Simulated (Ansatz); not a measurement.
Ansatz (a program for electronic structure) input (B3LYP-D3(BJ)/def2-TZVP):

Ansatz 0.2 input:
```yaml
crystal:
  periodic: [false, false, false]
  atoms:
    - {symbol: C, position_ang: [0.00079133, 1.31838480, 0.25090871]}
    - {symbol: C, position_ang: [-1.14803330, 0.29356487, 0.21813347]}
    - {symbol: S, position_ang: [-0.00082143, -1.02849276, -0.37741339]}
    - {symbol: C, position_ang: [1.14874706, 0.29267735, 0.21555319]}
    - {symbol: H, position_ang: [0.00201726, 1.98981929, 1.11119910]}
    - {symbol: H, position_ang: [0.00000531, 1.92193042, -0.65634690]}
    - {symbol: H, position_ang: [-1.96942924, 0.50863668, -0.46145987]}
    - {symbol: H, position_ang: [-1.54453009, 0.05090772, 1.20350364]}
    - {symbol: H, position_ang: [1.96877993, 0.50711489, -0.46588418]}
    - {symbol: H, position_ang: [1.54726917, 0.04971300, 1.20003021]}
basis:
  gaussian:
    orbitals: def2-TZVP
hamiltonian:
  xc: b3lyp
  dispersion: d3bj
phonons: {temperatures: {t_min: 298.15, t_max: 298.15, t_step: 100}}
```

Output:

```
Functional definition: B3LYP
integrals: 0.08 GiB planned
1075 factors; their error is unknown
mean field: 0.77 GiB planned
mean field evaluation 1: about -14035.9254 eV, gradient 6.5e1 eV
mean field evaluation 2: about -14021.1043 eV, gradient 9.8e1 eV
mean field evaluation 4: about -14045.7294 eV, gradient 2.7e0 eV
mean field evaluation 8: about -14045.7476 eV, gradient 3.7e-2 eV
mean field evaluation 16: about -14045.7393 eV, gradient 2.0e-5 eV
mean field -14045.73925300 eV, -516.1713970038 hartree, gradient 1.9e-5 eV, S^2 0.000000; 0 other end points of the search recorded, 0 dependent functions left out
the calculation of the forces begins
reference -14045.73950395 eV, -516.1714062260 hartree; 20, 20 occupied and 146, 146 virtual orbitals, 1075 factors
these checks for a lower state are left out or cut short: stability, starts, cluster_reference, orbital_swaps, neighbouring_geometries, increment
integrals: 0.08 GiB planned
1075 factors; their error is unknown
mean field: 0.77 GiB planned
mean field -14045.73907124 eV, -516.1713903241 hartree, gradient 3.1e-6 eV, S^2 0.000000; 0 other end points of the search recorded, 0 dependent functions left out
the calculation of the forces begins
reference -14045.73932219 eV, -516.1713995464 hartree; 20, 20 occupied and 146, 146 virtual orbitals, 1075 factors
these checks for a lower state are left out or cut short: stability, starts, cluster_reference, orbital_swaps, neighbouring_geometries, increment
integrals: 0.08 GiB planned
1075 factors; their error is unknown
mean field: 0.77 GiB planned
mean field evaluation 32: about -14045.7391 eV, gradient 2.9e-6 eV
mean field -14045.73906719 eV, -516.1713901752 hartree, gradient 3.1e-6 eV, S^2 0.000000; 0 other end points of the search recorded, 0 dependent functions left out
the calculation of the forces begins
reference -14045.73931813 eV, -516.1713993973 hartree; 20, 20 occupied and 146, 146 virtual orbitals, 1075 factors
these checks for a lower state are left out or cut short: stability, starts, cluster_reference, orbital_swaps, neighbouring_geometries, increment
integrals: 0.08 GiB planned
1075 factors; their error is unknown
mean field: 0.77 GiB planned
mean field -14045.73912590 eV, -516.1713923328 hartree, gradient 3.1e-6 eV, S^2 0.000000; 0 other end points of the search recorded, 0 dependent functions left out
the calculation of the forces begins
reference -14045.73937678 eV, -516.1714015525 hartree; 20, 20 occupied and 146, 146 virtual orbitals, 1075 factors
these checks for a lower state are left out or cut short: stability, starts, cluster_reference, orbital_swaps, neighbouring_geometries, increment
integrals: 0.08 GiB planned
1075 factors; their error is unknown
mean field: 0.77 GiB planned
mean field -14045.73909793 eV, -516.1713913049 hartree, gradient 3.1e-6 eV, S^2 0.000000; 0 other end points of the search recorded, 0 dependent functions left out
the calculation of the forces begins
reference -14045.73934894 eV, -516.1714005295 hartree; 20, 20 occupied and 146, 146 virtual orbitals, 1075 factors
these checks for a lower state are left out or cut short: stability, starts, cluster_reference, orbital_swaps, neighbouring_geometries, increment
integrals: 0.08 GiB planned
1075 factors; their error is unknown
mean field: 0.77 GiB planned
mean field -14045.73906733 eV, -516.1713901804 hartree, gradient 3.1e-6 eV, S^2 0.000000; 0 other end points of the search recorded, 0 dependent functions left out
the calculation of the forces begins
reference -14045.73931839 eV, -516.1713994069 hartree; 20, 20 occupied and 146, 146 virtual orbitals, 1075 factors
these checks for a lower state are left out or cut short: stability, starts, cluster_reference, orbital_swaps, neighbouring_geometries, increment
integrals: 0.08 GiB planned
[...]
integrals: 0.08 GiB planned
1075 factors; their error is unknown
mean field: 0.77 GiB planned
mean field -14045.73924880 eV, -516.1713968495 hartree, gradient 3.1e-6 eV, S^2 0.000000; 0 other end points of the search recorded, 0 dependent functions left out
the calculation of the forces begins
reference -14045.73949976 eV, -516.1714060722 hartree; 20, 20 occupied and 146, 146 virtual orbitals, 1075 factors
these checks for a lower state are left out or cut short: stability, starts, cluster_reference, orbital_swaps, neighbouring_geometries, increment
integrals: 0.08 GiB planned
1075 factors; their error is unknown
mean field: 0.77 GiB planned
mean field -14045.73919970 eV, -516.1713950448 hartree, gradient 3.1e-6 eV, S^2 0.000000; 0 other end points of the search recorded, 0 dependent functions left out
the calculation of the forces begins
reference -14045.73945063 eV, -516.1714042665 hartree; 20, 20 occupied and 146, 146 virtual orbitals, 1075 factors
these checks for a lower state are left out or cut short: stability, starts, cluster_reference, orbital_swaps, neighbouring_geometries, increment
integrals: 0.08 GiB planned
1075 factors; their error is unknown
mean field: 0.77 GiB planned
mean field -14045.73915677 eV, -516.1713934675 hartree, gradient 3.1e-6 eV, S^2 0.000000; 0 other end points of the search recorded, 0 dependent functions left out
the calculation of the forces begins
reference -14045.73940763 eV, -516.1714026864 hartree; 20, 20 occupied and 146, 146 virtual orbitals, 1075 factors
these checks for a lower state are left out or cut short: stability, starts, cluster_reference, orbital_swaps, neighbouring_geometries, increment
integrals: 0.08 GiB planned
1075 factors; their error is unknown
mean field: 0.77 GiB planned
mean field evaluation 192: about -14045.7392 eV, gradient 7.0e-3 eV
mean field -14045.73922115 eV, -516.1713958334 hartree, gradient 3.1e-6 eV, S^2 0.000000; 0 other end points of the search recorded, 0 dependent functions left out
the calculation of the forces begins
reference -14045.73947219 eV, -516.1714050589 hartree; 20, 20 occupied and 146, 146 virtual orbitals, 1075 factors
these checks for a lower state are left out or cut short: stability, starts, cluster_reference, orbital_swaps, neighbouring_geometries, increment
integrals: 0.08 GiB planned
1075 factors; their error is unknown
mean field: 0.77 GiB planned
mean field -14045.73923722 eV, -516.1713964239 hartree, gradient 3.1e-6 eV, S^2 0.000000; 0 other end points of the search recorded, 0 dependent functions left out
the calculation of the forces begins
reference -14045.73948819 eV, -516.1714056469 hartree; 20, 20 occupied and 146, 146 virtual orbitals, 1075 factors
these checks for a lower state are left out or cut short: stability, starts, cluster_reference, orbital_swaps, neighbouring_geometries, increment
integrals: 0.08 GiB planned
1075 factors; their error is unknown
mean field: 0.77 GiB planned
mean field -14045.73923490 eV, -516.1713963386 hartree, gradient 3.1e-6 eV, S^2 0.000000; 0 other end points of the search recorded, 0 dependent functions left out
the calculation of the forces begins
reference -14045.73948583 eV, -516.1714055599 hartree; 20, 20 occupied and 146, 146 virtual orbitals, 1075 factors
these checks for a lower state are left out or cut short: stability, starts, cluster_reference, orbital_swaps, neighbouring_geometries, increment
integrals: 0.08 GiB planned
1075 factors; their error is unknown
mean field: 0.77 GiB planned
mean field -14045.73919526 eV, -516.1713948817 hartree, gradient 3.1e-6 eV, S^2 0.000000; 0 other end points of the search recorded, 0 dependent functions left out
the calculation of the forces begins
reference -14045.73944617 eV, -516.1714041026 hartree; 20, 20 occupied and 146, 146 virtual orbitals, 1075 factors
these checks for a lower state are left out or cut short: stability, starts, cluster_reference, orbital_swaps, neighbouring_geometries, increment
integrals: 0.08 GiB planned
1075 factors; their error is unknown
mean field: 0.77 GiB planned
mean field -14045.73920830 eV, -516.1713953610 hartree, gradient 3.1e-6 eV, S^2 0.000000; 0 other end points of the search recorded, 0 dependent functions left out
the calculation of the forces begins
reference -14045.73945928 eV, -516.1714045844 hartree; 20, 20 occupied and 146, 146 virtual orbitals, 1075 factors
these checks for a lower state are left out or cut short: stability, starts, cluster_reference, orbital_swaps, neighbouring_geometries, increment
integrals: 0.08 GiB planned
1075 factors; their error is unknown
mean field: 0.77 GiB planned
mean field evaluation 224: about -14045.7463 eV, gradient 2.8e-4 eV
mean field -14045.73919823 eV, -516.1713949910 hartree, gradient 3.1e-6 eV, S^2 0.000000; 0 other end points of the search recorded, 0 dependent functions left out
the calculation of the forces begins
reference -14045.73944913 eV, -516.1714042114 hartree; 20, 20 occupied and 146, 146 virtual orbitals, 1075 factors
these checks for a lower state are left out or cut short: stability, starts, cluster_reference, orbital_swaps, neighbouring_geometries, increment
integrals: 0.08 GiB planned
1075 factors; their error is unknown
mean field: 0.77 GiB planned
mean field -14045.73925571 eV, -516.1713971035 hartree, gradient 3.1e-6 eV, S^2 0.000000; 0 other end points of the search recorded, 0 dependent functions left out
the calculation of the forces begins
reference -14045.73950671 eV, -516.1714063274 hartree; 20, 20 occupied and 146, 146 virtual orbitals, 1075 factors
these checks for a lower state are left out or cut short: stability, starts, cluster_reference, orbital_swaps, neighbouring_geometries, increment
integrals: 0.08 GiB planned
1075 factors; their error is unknown
mean field: 0.77 GiB planned
mean field -14045.73922899 eV, -516.1713961213 hartree, gradient 3.1e-6 eV, S^2 0.000000; 0 other end points of the search recorded, 0 dependent functions left out
the calculation of the forces begins
reference -14045.73947992 eV, -516.1714053429 hartree; 20, 20 occupied and 146, 146 virtual orbitals, 1075 factors
these checks for a lower state are left out or cut short: stability, starts, cluster_reference, orbital_swaps, neighbouring_geometries, increment
integrals: 0.08 GiB planned
1075 factors; their error is unknown
mean field: 0.77 GiB planned
mean field -14045.73923907 eV, -516.1713964919 hartree, gradient 3.1e-6 eV, S^2 0.000000; 0 other end points of the search recorded, 0 dependent functions left out
the calculation of the forces begins
reference -14045.73949003 eV, -516.1714057146 hartree; 20, 20 occupied and 146, 146 virtual orbitals, 1075 factors
these checks for a lower state are left out or cut short: stability, starts, cluster_reference, orbital_swaps, neighbouring_geometries, increment
integrals: 0.08 GiB planned
1075 factors; their error is unknown
mean field: 0.77 GiB planned
mean field evaluation 256: about -14045.7392 eV, gradient 2.9e-6 eV
mean field -14045.73918240 eV, -516.1713944091 hartree, gradient 3.1e-6 eV, S^2 0.000000; 0 other end points of the search recorded, 0 dependent functions left out
the calculation of the forces begins
reference -14045.73943340 eV, -516.1714036334 hartree; 20, 20 occupied and 146, 146 virtual orbitals, 1075 factors
these checks for a lower state are left out or cut short: stability, starts, cluster_reference, orbital_swaps, neighbouring_geometries, increment
integrals: 0.08 GiB planned
1075 factors; their error is unknown
mean field: 0.77 GiB planned
mean field -14045.73915093 eV, -516.1713932526 hartree, gradient 3.1e-6 eV, S^2 0.000000; 0 other end points of the search recorded, 0 dependent functions left out
the calculation of the forces begins
reference -14045.73940182 eV, -516.1714024726 hartree; 20, 20 occupied and 146, 146 virtual orbitals, 1075 factors
Total energy: -14046.11255876 eV, -516.1851157375 hartree
Atom 0 at     0.000791     1.318385     0.250909 Å, force    -0.000000     0.000196    -0.000093 eV/Å
Atom 1 at    -1.148033     0.293565     0.218133 Å, force     0.000077     0.000131    -0.000181 eV/Å
Atom 2 at    -0.000821    -1.028493    -0.377413 Å, force    -0.000000     0.000260    -0.000225 eV/Å
Atom 3 at     1.148747     0.292677     0.215553 Å, force    -0.000077     0.000131    -0.000181 eV/Å
Atom 4 at     0.002017     1.989819     1.111199 Å, force    -0.000000     0.000020    -0.000227 eV/Å
Atom 5 at     0.000005     1.921930    -0.656347 Å, force    -0.000000    -0.000159     0.000035 eV/Å
Atom 6 at    -1.969429     0.508637    -0.461460 Å, force    -0.000162    -0.000140     0.000269 eV/Å
Atom 7 at    -1.544530     0.050908     1.203504 Å, force     0.000118    -0.000149     0.000168 eV/Å
Atom 8 at     1.968780     0.507115    -0.465884 Å, force     0.000163    -0.000140     0.000269 eV/Å
Atom 9 at     1.547269     0.049713     1.200030 Å, force    -0.000117    -0.000149     0.000168 eV/Å
Dipole moment:     0.000314     0.371520     0.151728 e Å
Vibrations: 143.10 532.72 674.34 705.48 828.67 852.42 944.11 983.36 988.41 1034.64 1192.67 1206.07 1254.09 1258.62 1314.54 1486.97 1487.30 1511.32 3050.37 3063.61 3064.33 3093.98 3120.18 3125.81 cm⁻¹, zero-point energy 2.288570 eV
```
